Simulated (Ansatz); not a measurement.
CH$_{4}$Cl$_{3}$InO, SMILES `C[OH+][In-]([Cl])([Cl])[Cl]`. Total charge 0; spin multiplicity 1. In: def2 effective core potential. All single points use the PBE0-D4/def2-TZVP geometry. It is one conformer, not always the lowest.

```xyz
10

C    -0.158    0.366   -1.487
O     0.068    0.763   -0.128
In    0.323   -0.706    1.578
Cl   -0.863   -2.474    0.651
Cl   -0.824    0.754    2.981
Cl    2.617   -0.905    1.727
H    -0.130    1.245   -2.131
H    -1.109   -0.160   -1.587
H     0.655   -0.305   -1.756
H    -0.579    1.422    0.151
```

Task: What is the dipole moment at B3LYP/def2-TZVPP? (Estimate.)

Result: The calculation gave: 5.02 D, with components (-1.26, 2.59, -4.10) D in this frame, pointing from negative to positive charge.

Task: And with PBE, r2SCAN, ωB97M-V? (Best estimate.)

Result: Ansatz gave: PBE 4.91 D, r2SCAN 5.02 D, ωB97M-V 5.03 D.

Task: Give the Mulliken charges with B3LYP, ωB97M-V, PBE in def2-TZVPP. (Estimate.)

Result: Computed: 
```
atom  B3LYP  ωB97M-V    PBE
  C1  -0.15    -0.19  -0.16
  O2  -0.31    -0.30  -0.25
 In3   0.96     0.86   0.87
 Cl4  -0.38    -0.35  -0.36
 Cl5  -0.39    -0.35  -0.36
 Cl6  -0.36    -0.33  -0.34
  H7   0.13     0.15   0.13
  H8   0.14     0.16   0.14
  H9   0.13     0.15   0.13
 H10   0.22     0.22   0.21
```

B3LYP here is the variant with VWN-RPA as its local correlation; programs differ in this.
